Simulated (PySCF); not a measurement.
Run record: geometry optimisation, `I[Si](I)(I)I`.

Method: PBE0-D3(BJ)/def2-SVP geometry optimisation, gas phase, def2 core potentials past Kr (PySCF 2.14.0). Start geometry: GFN2-xTB. The input is one job of a driver script: a line of settings, then coordinates in Å.

Input:
```
{"job": {"xc": "PBE0", "basis": "def2-SVP", "d3": "d3bj", "grid": 1, "maxiter": 30, "shake": 0.01, "kind": "geom"}, "charge": 0, "multiplicity": 1}
I     -1.899460     0.324110    -1.514600
Si    -0.003470    -0.003840    -0.005340
I      1.932240    -0.774810    -1.319000
I      0.591030     2.130360     1.122620
I     -0.586770    -1.709790     1.678430
```

Task: What does the run print?

Result: 
```
step   0  E = -1480.30935440  max force = 0.009241
step   1  E = -1480.30869224  max force = 0.007804
step   2  E = -1480.30982656  max force = 0.004800
step   3  E = -1480.31010175  max force = 0.000463
step   4  E = -1480.31011607  max force = 0.000509
step   5  E = -1480.31011690  max force = 0.000168
optimisation converged
```

Energies in Eh; «max force» is the largest Cartesian gradient component in Eh/bohr.

Task: At which steps does the energy rise by more than 1e-5 Eh?

Result: At step 1 (+0.66 mEh).

Task: How much energy does the optimisation release, in eV?

Result: E(step 0) − E(last step) = 0.000762 Eh, which is 0.021 eV.

Main results: final energy -1480.31012 Eh after 5 steps; dipole 0.01 D.

Task: Where do the atoms end?

Result: 0.029 Å rms from the input after alignment:
```
atom  x, y, z in Å
I1    -1.4602    1.0647   -1.6313
Si2    0.0075   -0.0084   -0.0061
I3     1.9614    1.4020    0.3733
I4    -1.1902   -0.3155    2.0971
I5     0.7162   -2.1763   -0.8724
```

Task: Estimate the wall time. Hardware: Arm Neoverse V1, one thread, no GPU, shared host with 32 logical CPUs at a one-minute load of 33. And the peak memory of the process?

Result: About 93 s, with 0.54 GiB resident at the peak, the Python interpreter and its libraries included.
Labels such as C1 count atoms from 1, the log's own numbers from 0.
